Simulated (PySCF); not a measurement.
PySCF input (HF/def2-TZVPD):

```python
from pyscf import gto, scf, dft

mol = gto.M(
    atom='''
    C    -1.81218320   -0.07437759    0.06289324
    C    -0.69933297   -1.06281464    0.05701123
    C     0.60559246   -0.77883360    0.00442750
    C     1.11177589    0.55096639   -0.05458415
    N     1.53455686    1.62270152   -0.10263921
    H    -1.44971488    0.95155968    0.01830297
    H    -2.47816369   -0.24824584   -0.78690246
    H    -2.41965627   -0.19279634    0.96448427
    H    -0.97615882   -2.11104047    0.09944615
    H     1.34668257   -1.56803100    0.00465665
    ''',
    basis='def2-tzvpd',
    charge=0,
    spin=0,
    verbose=4,
)

mf = scf.RHF(mol).density_fit(auxbasis='def2-universal-jkfit')
mf.conv_tol = 1e-9
mf.max_cycle = 100
mf.max_memory = 1500
mf.kernel()
if not mf.converged:
    mf = mf.newton()
    mf.kernel(mf.make_rdm1())
mf.analyze()
```

End of the output:

```
Extra cycle  E= -208.886389888603  delta_E= -1.6e-11  |g|= 2.99e-06  |ddm|= 1.48e-05
converged SCF energy = -208.886389888603
**** SCF Summaries ****
Total Energy =                        -208.886389888602508
Nuclear Repulsion Energy =             142.244365627617043
One-electron Energy =                 -562.644075928135976
Two-electron Energy =                  211.513320411916453
Two-electron Coulomb Energy =          240.592313465663096
DFT Exchange-Correlation Energy =      -29.078993053746643
HOMO-LUMO gap [eV] =                    12.070083270481351
**** MO energy ****
MO #1   energy= -15.5683833733495  occ= 2
MO #2   energy= -11.2845934938079  occ= 2
MO #3   energy= -11.2753057095422  occ= 2
MO #4   energy= -11.2727638897238  occ= 2
MO #5   energy= -11.2457679148678  occ= 2
MO #6   energy= -1.2210108742851   occ= 2
MO #7   energy= -1.11728436971746  occ= 2
MO #8   energy= -0.987777214689309 occ= 2
MO #9   energy= -0.846041954186589 occ= 2
MO #10  energy= -0.699011029002642 occ= 2
MO #11  energy= -0.6716794197189   occ= 2
MO #12  energy= -0.596692025809953 occ= 2
MO #13  energy= -0.567817574981311 occ= 2
MO #14  energy= -0.558647998996749 occ= 2
MO #15  energy= -0.53863129868784  occ= 2
MO #16  energy= -0.510257768814331 occ= 2
MO #17  energy= -0.465625795537825 occ= 2
MO #18  energy= -0.381430085849004 occ= 2
MO #19  energy= 0.0621372966286837 occ= 0
MO #20  energy= 0.0824544301470269 occ= 0
MO #21  energy= 0.0883424332132962 occ= 0
MO #22  energy= 0.0887878902007703 occ= 0
MO #23  energy= 0.118827501677434  occ= 0
MO #24  energy= 0.146370392067335  occ= 0
MO #25  energy= 0.154139527274394  occ= 0
MO #26  energy= 0.171077980010661  occ= 0
MO #27  energy= 0.188023512164464  occ= 0
MO #28  energy= 0.197876495168011  occ= 0
MO #29  energy= 0.202865684979411  occ= 0
MO #30  energy= 0.203294703650904  occ= 0
MO #31  energy= 0.207626568473436  occ= 0
MO #32  energy= 0.22231799431517   occ= 0
MO #33  energy= 0.243446223961257  occ= 0
MO #34  energy= 0.252882225680913  occ= 0
MO #35  energy= 0.26476327468425   occ= 0
MO #36  energy= 0.273601206151745  occ= 0
MO #37  energy= 0.277640407268501  occ= 0
MO #38  energy= 0.278462610952211  occ= 0
MO #39  energy= 0.303821077914784  occ= 0
MO #40  energy= 0.311050865037483  occ= 0
MO #41  energy= 0.315647287526787  occ= 0
MO #42  energy= 0.321713549617166  occ= 0
MO #43  energy= 0.331505671789777  occ= 0
MO #44  energy= 0.344494664133464  occ= 0
MO #45  energy= 0.356196724108609  occ= 0
MO #46  energy= 0.361723030258782  occ= 0
MO #47  energy= 0.372146485460909  occ= 0
MO #48  energy= 0.379596805199586  occ= 0
MO #49  energy= 0.39584890964303   occ= 0
MO #50  energy= 0.400369801440184  occ= 0
MO #51  energy= 0.405059917356506  occ= 0
MO #52  energy= 0.419321217393833  occ= 0
MO #53  energy= 0.427585521012468  occ= 0
MO #54  energy= 0.443241837549393  occ= 0
MO #55  energy= 0.462266458051596  occ= 0
MO #56  energy= 0.46832047372595   occ= 0
MO #57  energy= 0.471190475708808  occ= 0
MO #58  energy= 0.476972991544769  occ= 0
MO #59  energy= 0.477101972372201  occ= 0
MO #60  energy= 0.491904484559558  occ= 0
MO #61  energy= 0.503318364076193  occ= 0
MO #62  energy= 0.516639844596663  occ= 0
MO #63  energy= 0.522742619868383  occ= 0
MO #64  energy= 0.535653900161639  occ= 0
MO #65  energy= 0.538957715554656  occ= 0
MO #66  energy= 0.551884888131761  occ= 0
MO #67  energy= 0.553080227507575  occ= 0
MO #68  energy= 0.578400321139796  occ= 0
MO #69  energy= 0.583754622535644  occ= 0
MO #70  energy= 0.592584218090298  occ= 0
MO #71  energy= 0.6106355732407    occ= 0
MO #72  energy= 0.620738606483822  occ= 0
MO #73  energy= 0.654749072513394  occ= 0
MO #74  energy= 0.659154487417745  occ= 0
MO #75  energy= 0.667654960720085  occ= 0
MO #76  energy= 0.680535197801685  occ= 0
MO #77  energy= 0.703940118097031  occ= 0
MO #78  energy= 0.705311089483839  occ= 0
MO #79  energy= 0.726876991430106  occ= 0
MO #80  energy= 0.74020330622455   occ= 0
MO #81  energy= 0.756556566915873  occ= 0
MO #82  energy= 0.76457588465203   occ= 0
MO #83  energy= 0.78467968392677   occ= 0
MO #84  energy= 0.798191573613692  occ= 0
MO #85  energy= 0.811468434553428  occ= 0
MO #86  energy= 0.816011320415113  occ= 0
MO #87  energy= 0.834481643737416  occ= 0
MO #88  energy= 0.847913138896464  occ= 0
MO #89  energy= 0.848796660613498  occ= 0
MO #90  energy= 0.863963295450876  occ= 0
MO #91  energy= 0.886558871323321  occ= 0
MO #92  energy= 0.900879417217707  occ= 0
MO #93  energy= 0.904915834349085  occ= 0
MO #94  energy= 0.926610282196894  occ= 0
MO #95  energy= 0.938694860414609  occ= 0
MO #96  energy= 0.956561557750847  occ= 0
MO #97  energy= 0.978540753220217  occ= 0
MO #98  energy= 1.02486222901282   occ= 0
MO #99  energy= 1.04510651158653   occ= 0
MO #100 energy= 1.05444857740486   occ= 0
MO #101 energy= 1.06428946434145   occ= 0
MO #102 energy= 1.11866896649859   occ= 0
MO #103 energy= 1.14840911044117   occ= 0
MO #104 energy= 1.17139294236476   occ= 0
MO #105 energy= 1.1771665883491    occ= 0
MO #106 energy= 1.22421760387468   occ= 0
MO #107 energy= 1.25948092410034   occ= 0
[...]
```
